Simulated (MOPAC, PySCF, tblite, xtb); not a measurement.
Breaking a bond: CaH, doublet.

- GFN2-xTB, 300 K electronic temperature (tblite)
- PM7, unrestricted, heats of formation (MOPAC)
- GFN1-xTB (xtb)
- UCCSD(T) = PySCF with CCSD(T) on UHF/def2-TZVP, 5 core orbitals frozen

Energies relative to the lowest point of each curve near equilibrium, in kcal/mol; the last columns give the difference from UCCSD(T):

| R / Å | GFN2-xTB | PM7 | GFN1-xTB | UCCSD(T) | GFN2-xTB − UCCSD(T) | PM7 − UCCSD(T) | GFN1-xTB − UCCSD(T) |
|---|---|---|---|---|---|---|---|
| 1.58 | 7.7 | 25.9 | 11.8 | 23.1 | -15.4 | 2.8 | -11.3 |
| 1.71 | 3.0 | 8.7 | 4.9 | 10.0 | -7.0 | -1.3 | -5.1 |
| 1.79 | 1.5 | 3.1 | 2.6 | 5.1 | -3.6 | -2.0 | -2.5 |
| 1.87 | 0.6 | 0.4 | 1.1 | 2.0 | -1.4 | -1.5 | -0.8 |
| 1.93 | 0.2 | 0.0 | 0.5 | 0.7 | -0.5 | -0.7 | -0.2 |
| 1.99 | 0.0 | 0.6 | 0.1 | 0.0 | 0.0 | 0.6 | 0.1 |
| 2.07 | 0.0 | 2.6 | 0.0 | 0.0 | 0.0 | 2.6 | 0.0 |
| 2.12 | 0.1 | 4.3 | 0.1 | 0.4 | -0.3 | 3.9 | -0.3 |
| 2.20 | 0.5 | 7.0 | 0.5 | 1.5 | -1.0 | 5.5 | -1.0 |
| 2.30 | 1.2 | 9.8 | 1.5 | 3.6 | -2.4 | 6.3 | -2.1 |
| 2.44 | 2.2 | 12.8 | 3.4 | 7.2 | -5.0 | 5.6 | -3.8 |
| 2.72 | 5.8 | 16.6 | 8.7 | 15.3 | -9.6 | 1.3 | -6.6 |

GFN2-xTB is furthest from UCCSD(T) at 1.58 (-15.4 kcal/mol, below); its mean absolute difference over the points is 3.8 kcal/mol.

PM7 is furthest from UCCSD(T) at 2.30 (6.3 kcal/mol, above); its mean absolute difference over the points is 2.8 kcal/mol.

GFN1-xTB is furthest from UCCSD(T) at 1.58 (-11.3 kcal/mol, below); its mean absolute difference over the points is 2.8 kcal/mol.

The scan ran from 1.58 to 7.90 Å; beyond the distances shown one of the unrestricted levels run for this scan, shown here or not, changes its spin distribution in one step.
